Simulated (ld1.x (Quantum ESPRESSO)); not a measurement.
**Cr: from the effect back to the setting (TM)**

Base potential:

chromium (Cr), norm-conserving Troullier–Martins (Kleinman–Bylander form), made with ld1.x (Quantum ESPRESSO) 7.5 (LDA (PZ), scalar-relativistic). Core [Ar], reference 3d5 4s0.5 4p0.5. Waves: 4s (bound): rc 2.40 bohr; 4p (bound): rc 2.55 bohr; 3d (bound): rc 2.05 bohr. Local part: the d channel. Core correction: none.

Cutoffs, loose and tight: the cutoffs (Ry, on a coarse ladder) from which the occupation-weighted sum of valence levels, in a spherical-Bessel basis at the reference potential, stays within 10 and 1 mRy of its value at 400 Ry. They do not see the model core or the augmentation charge, which bear on the density cutoff. Test errors are all-electron minus pseudo excitation energies from the reference, over the configurations 3d5 4s1 4p0; 3d5 4s0 4p0; 3d4 4s0 4p0; 3d5.5 4s0.5 4p0; 3d4 4s1 4p0; 3d3 4s0 4p0; 3d4 4s1 4p1 (two spin-polarised tests are not counted in the largest error); variants that change the core or the reference have their own tests. The largest error is taken over the tests solved by every variant that gives reliable tests at all, those not shown here included: 3d3 4s0 4p0; 3d4 4s0 4p0; 3d4 4s1 4p0; 3d5 4s0 4p0; 3d5 4s1 4p0.

Only the d radius is moved (1 further runs of the sweep failed or gave no value and are left out):

| d radius (bohr) | cutoff, loose | cutoff, tight | bound ghosts | largest test error (meV) |
| --- | --- | --- | --- | --- |
| 1.36 | 110 Ry | 140 Ry | s, p | -259 |
| 1.62 | 90 Ry | 100 Ry | s, p | -274 |
| 1.78 | 70 Ry | 90 Ry | s, p | -270 |
| 2 | 60 Ry | 80 Ry | s, p | -231 |
| 2.14 | 55 Ry | 70 Ry | s, p | -176 |
| 2.68 | 40 Ry | 50 Ry | s | +247 |
| 3.06 | 35 Ry | 40 Ry | s | +721 |

Question: One more run gave cutoff, loose: 35 Ry; cutoff, tight: 45 Ry; bound ghosts: s; largest test error (meV): +412. Which value of the d radius was used?

Answer: 2.84 bohr. The tight cutoff moves one way along this sweep, from 140 Ry at 1.36 to 40 Ry at 3.06 bohr, which places the run between 2.68 and 3.06 bohr.
